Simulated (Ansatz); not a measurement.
This geometry of C3H6OSSe (12 atoms, charge 0, multiplicity 1) is a first-order saddle point.

The calculation used Ansatz 0.2.0, RKS B3LYP/def2-SVP.

```xyz
12
Properties=species:S:1:pos:R:3
C -0.011 -1.369 -0.568
C -0.080 -0.101 0.275
S 1.549 0.326 1.080
C -0.507 1.101 -0.575
O -0.595 1.080 -1.769
Se -0.966 2.762 0.380
H 0.723 -1.261 -1.379
H 0.264 -2.232 0.058
H -0.990 -1.572 -1.028
H -0.816 -0.219 1.085
H 2.170 -0.825 0.740
H -0.666 2.255 1.734
```

Task: Which two structures does it join? (They come from a converged band through this point; their orientation in space is the band's.)

Result: No bond is made or broken. The dihedral C1–C2–S3–H11 goes from -69 to 65°.

Image 0:

```xyz
12
Properties=species:S:1:pos:R:3
C 0.020 -1.364 -0.703
C -0.020 -0.126 0.185
S 1.655 0.361 0.823
C -0.644 1.066 -0.561
O -1.014 0.999 -1.699
Se -0.933 2.737 0.430
H 0.647 -1.188 -1.589
H 0.429 -2.221 -0.148
H -0.994 -1.622 -1.047
H -0.655 -0.297 1.070
H 1.789 -0.715 1.632
H -0.202 2.315 1.641
```

Image 10:

```xyz
12
Properties=species:S:1:pos:R:3
C -0.115 -1.447 -0.569
C -0.091 -0.206 0.316
S 1.479 -0.019 1.276
C -0.348 1.069 -0.498
O -0.220 1.122 -1.690
Se -0.935 2.682 0.462
H 0.644 -1.379 -1.361
H 0.079 -2.345 0.034
H -1.097 -1.552 -1.059
H -0.855 -0.274 1.105
H 2.281 0.158 0.200
H -0.745 2.136 1.820
```

Task: How far does it lie above each of them?

Result: 5.0 kJ/mol above the first and 12.6 kJ/mol above the second. This is the barrier of this one path; another mechanism may lie lower.

The run took 12 min on 2 threads of AMD EPYC 7B13 (Zen 3) (shared host), peak memory 0.46 GiB.
